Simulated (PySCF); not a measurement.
An equivalent PySCF input for Ca (calcium, neutral), [Ar] 4s2, closed-shell 1S, with the non-relativistic Hamiltonian (point nucleus):

```python
from pyscf import gto, scf, dft, mp, cc
import basis_set_exchange as bse
mol = gto.M(atom="Ca 0 0 0", charge=0, spin=0, symmetry="D2h",
            basis=gto.basis.parse(bse.get_basis("def2-TZVP", elements=["Ca"], fmt="nwchem", header=False)))
mf = dft.UKS(mol, xc="B88,P86")
mf.irrep_nelec = {'Ag': (4, 4), 'B1u': (2, 2), 'B2u': (2, 2), 'B3u': (2, 2)}
mf.kernel()
```

It reaches the same state as the run whose output follows, with an energy that differs only through the grid. The run itself started from symmetry-adapted Hartree-Fock orbitals and held the occupation by maximum overlap, on a logarithmic radial grid, so the iterations belong to that start.

```
SCF conv_tol = 1e-09
number electrons alpha = 10  beta = 10
XC functionals = B88,P86
    A. D. Becke.,  Phys. Rev. A 38, 3098 (1988)
    J. P. Perdew.,  Phys. Rev. B 33, 8822 (1986)
cycle= 1 E= -677.620758170986  delta_E= -0.00478  |g|= 0.0176  |ddm|= 0.407
cycle= 2 E= -677.620884117739  delta_E= -0.000126  |g|= 0.0119  |ddm|= 0.0939
cycle= 3 E= -677.620942909131  delta_E= -5.88e-05  |g|= 0.000303  |ddm|= 0.0243
cycle= 4 E= -677.620942990346  delta_E= -8.12e-08  |g|= 1.42e-05  |ddm|= 0.00212
cycle= 5 E= -677.62094299054  delta_E= -1.94e-10  |g|= 1.6e-07  |ddm|= 9e-05
converged SCF energy = -677.62094299054  <S^2> = -2.1316282e-14  2S+1 = 1
```
